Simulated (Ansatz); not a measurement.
Geometry optimisation, UKS PBE0/6-31G* (Ansatz 0.2.0).

input.yaml

```yaml
crystal:
  periodic: [false, false, false]
  atoms:
    - { symbol: B, position_ang: [0.00015, 0.10417, -0.277466] }
    - { symbol: H, position_ang: [0.000429, 0.387866, 2.091346] }
    - { symbol: F, position_ang: [1.142421, -0.097507, -0.879397] }
    - { symbol: F, position_ang: [-1.141881, -0.101247, -0.878256] }
    - { symbol: F, position_ang: [-0.00112, -0.293282, 2.723774] }
magnetization:
  spin_polarized: true
  initial_magnetization: 1
basis:
  gaussian: { orbitals: "6-31G*" }
hamiltonian:
  xc: pbe0
relax:
  f_tol: 0.03
  max_steps: 50
output:
  orbitals: {}
```

Command:

```bash
$ ansatz run input.yaml --threads 1 --pin off --max-ram 2048MiB --backend cpu --events-out ev --progress --plain --runs-dir out
```

Q: Where does it end, and by what steps?

A: It converged. After 19 steps the energy has fallen by 0.068 eV; F5 moved furthest, 0.77 Å.

```csv
step,energy less start (eV),largest force component (eV/Å),accepted
0,0.0000,0.279,yes
1,-0.0208,0.369,yes
2,-0.0169,0.485,no
3,-0.0287,0.343,yes
4,-0.0339,0.224,yes
5,-0.0379,0.065,yes
6,-0.0386,0.229,yes
7,-0.0406,0.185,yes
8,-0.0481,0.052,yes
9,0.1321,3.648,no
10,-0.0501,0.279,yes
11,-0.0392,1.375,no
12,-0.0556,0.227,yes
13,-0.0593,0.196,yes
14,-0.0643,0.180,yes
15,-0.0487,1.266,no
16,-0.0671,0.100,yes
17,-0.0677,0.048,yes
18,-0.0678,0.036,yes
19,-0.0679,0.028,yes
```

```xyz
5
Properties=species:S:1:pos:R:3
B 0.001 0.297 -0.216
H -0.005 0.539 2.210
F 1.145 -0.237 -0.589
F -1.144 -0.237 -0.585
F 0.002 -0.362 1.961
```

Whether the end is a true minimum wasn't checked by a vibrational analysis.

The run took 39 s on 1 thread of Arm Neoverse V2, with other jobs on the host, peak memory 0.14 GiB.
